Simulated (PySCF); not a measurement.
C₂H₆AlCl, SMILES C[CH2][AlH][Cl]. Heavy atoms are numbered as in [AlH:1]([Cl:3])[CH2:4][CH3:5]. Hydrogens are named by the atom that carries them.

Geometry: PBE0-D3(BJ)/def2-SVP. The structure was generated by enumeration; whether it is a known compound was not checked. One conformer was computed; it need not be the lowest.

Computed with KT2/pcSseg-1 (PySCF).

GIAO shieldings, no solvent; atoms alike by connectivity are averaged. δ = σ(ref) − σ: ¹H against TMS (σ = 31.47 ppm); ³⁵Cl against HCl (σ = 945.4 ppm); ¹³C against TMS (σ = 185.1 ppm), references at their B3LYP-D3(BJ)/def2-TZVP geometries, non-relativistic (without spin–orbit terms, shifts of atoms bonded to Cl or Br come out too high).

Computed chemical shifts:
| nucleus | atoms | count | δ (ppm) |
|---|---|---|---|
| ¹H | H on Al1 | 1 | 5.65 |
| ¹H | H on C5 | 3 | 1.46 |
| ¹H | H on C4 | 2 | 0.79 |
| ³⁵Cl | Cl3 | 1 | 108.2 |
| ¹³C | C4 (CH2) | 1 | 12.5 |
| ¹³C | C5 (CH3) | 1 | 11.6 |
